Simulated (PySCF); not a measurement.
**Spinor energies of Cs⁴⁰⁺ (caesium, charge +40)**

Start: [Ne] 3s2 3p3; 3p1/2 filled at m_j = -1/2, +1/2; 3p3/2 filled at m_j = +3/2. Calculated with PySCF 2.14 in an uncontracted even-tempered set (19 s from 8.5 bohr⁻², ratio 2.4; 14 p from 11 bohr⁻², ratio 2.4; 4 d from 40 bohr⁻², ratio 2.6; 4 f from 60 bohr⁻², ratio 2.6): generalised Hartree-Fock with the X2C-1e Hamiltonian and a Gaussian nucleus; one run each with spin-orbit coupling (SO) switched off, then screened by Boettger's factors.

| spinor shell | electrons | ε, spin-free (eV) | ε, screened SO (eV) | weight of nominal j (screened SO) | rms radius, screened SO (bohr) |
| --- | --- | --- | --- | --- | --- |
| 1s1/2 | 2 | -38606.5 | -38598.6 | 1.000 | 0.0298 |
| 2s1/2 | 2 | -8106.5 | -8102.9 | 1.000 | 0.119 |
| 2p1/2 | 2 | -7521.7 | -7776.4 | 1.000 | 0.103 |
| 2p3/2 | 4 | -7521.7 | -7404.1 | 1.000 | 0.108 |
| 3s1/2 | 2 | -3148.9 | -3147.4 | 1.000 | 0.289 |
| 3p1/2 | 2 | -2985.3 | -3032.8 | 0.997 | 0.276 |
| 3p3/2 | 1 | -2985.3 | -2947.6 | 1.000 | 0.285 |

```json
{"quantity": "E (hartree)", "spin-free": "-6378.52131", "screened SO": "-6383.61262"}
{"quantity": "M_J", "spin-free": "3/2", "screened SO": "3/2"}
{"quantity": "⟨J²⟩", "spin-free": "3.750", "screened SO": "3.751"}
{"quantity": "⟨L²⟩", "spin-free": "0.000", "screened SO": "2.331"}
{"quantity": "⟨S²⟩", "spin-free": "3.750", "screened SO": "1.609"}
```

Each row is a mean over spinors that exchange with the open shell spreads, by up to 24.041 eV (3s1/2).

Breit and QED terms are absent; they matter most for the inner s and p1/2 levels.

Densities and radii are taken from the X2C orbitals without a picture-change correction, which distorts them close to the nucleus.

Without spin-orbit coupling the j labels of p, d and f shells carry no meaning; the spin-free column gives the mean over the occupied spinors of each nl shell.
